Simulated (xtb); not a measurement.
CHO3, SMILES O=C([O-])O, charge -1. All values are semi-empirical tight-binding results from xtb (GFN2-xTB unless named), good for trends rather than for accurate numbers. Geometry optimised at GFN2-xTB. One conformer was computed; it need not be the lowest.

Optimised geometry:

```xyz
5

O      0.6250     1.1194     0.0000
C     -0.0507    -0.1710     0.0000
O     -1.2767    -0.0818     0.0000
O      0.7002    -1.1310     0.0000
H     -0.0842     1.7731     0.0000
```
Charge -1, spin multiplicity 1.

```
Property                                           Value
----------------------------------------  --------------
point group as xtb finds it                           Cs
orbital gap                                      6.41 eV
zero-point energy                          15.6 kcal/mol
G − E(el) at 298.15 K (modified RRHO)      -0.6 kcal/mol
static polarisability (D4 model)              28.9 bohr³
solvation energy, GFN2-xTB/ALPB(water)    -70.4 kcal/mol
solvation energy, GFN2-xTB/ALPB(toluene)  -53.2 kcal/mol
```

Computed IR lines (harmonic; lines under 4 % of the strongest left out, lines within 3 cm⁻¹ merged):
ν (cm⁻¹): 451 (w), 750 (m), 805 (s), 1097 (w), 1310 (s), 1878 (vs) (against the strongest line: vs over 80 %, s over 45 %, m over 15 %, w over 4 %, vw less)

Computed atomic charges and the Wiberg bond orders between heavy atoms:
charges (e) O1 -0.54, C2 0.48, O3 -0.62, O4 -0.58, H5 0.26. Bond orders O1–C2 0.86, C2–O3 1.51, C2–O4 1.55.
